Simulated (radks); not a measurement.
The numbers below are computed, except where a source is named.
Q: Excited configurations of neutral arsenic: one electron is placed in a higher orbital outside [Ar] 3d10 4s2 4p2. The ground configuration is [Ar] 3d10 4s2 4p3. Level of theory: Dirac Kohn-Sham, PBEsol, spin-unpolarised, spherical densities, point nucleus; open shells are shared between the two j in proportion to 2j + 1 (a radial shooting solver on a logarithmic mesh with Libxc functionals). Excitation = E - E(ground); binding = E(ion) - E, where the ion is the core of charge +1; n* = 1/sqrt(2 binding) in atomic units, and the quantum defect is n - n*. Eigenvalue and <r> are those of j = l + 1/2.

| outer orbital | excitation (eV) | binding (eV) | n* | quantum defect | eigenvalue (eV) | <r> (bohr) |
|---|---|---|---|---|---|---|
| 4d | 7.373 | 1.788 | 2.758 | 1.242 | -0.660 | 8.485 |
| 4f | 8.260 | 0.902 | 3.885 | 0.115 | -0.428 | 17.49 |
| 5s | 5.741 | 3.421 | 1.994 | 3.006 | -1.928 | 6.211 |
| 6s | 7.522 | 1.639 | 2.881 | 3.119 | -0.987 | 13.22 |
| 7p | 8.380 | 0.782 | 4.172 | 2.828 | -0.491 | 27.52 |
| 7d | 8.638 | 0.523 | 5.101 | 1.899 | -0.334 | 40.26 |
| 7f | 8.823 | 0.339 | 6.339 | 0.661 | -0.222 | 62.30 |

Estimate the row for 5f.

A: excitation (eV) 8.540; binding (eV) 0.621; n* 4.680; quantum defect 0.320; eigenvalue (eV) -0.359; <r> (bohr) 29.65. The Delta-SCF ionisation energy is 9.161 eV (NIST Atomic Spectra Database: 9.789 eV, measured). Self-interaction in the functional shifts the binding energies and quantum defects, so they are the method's values and not measured ones. Spin polarisation and multiplet splitting are left out, so open shells lie too high by an amount that depends on their filling. Sharing an open shell by 2j + 1 raises it above the true ground level by a part of the spin-orbit splitting, which enters the differences from NIST.

Beside tabulated values, note that spin-unpolarised runs miss the spin-polarisation part of the exchange energy of open shells.
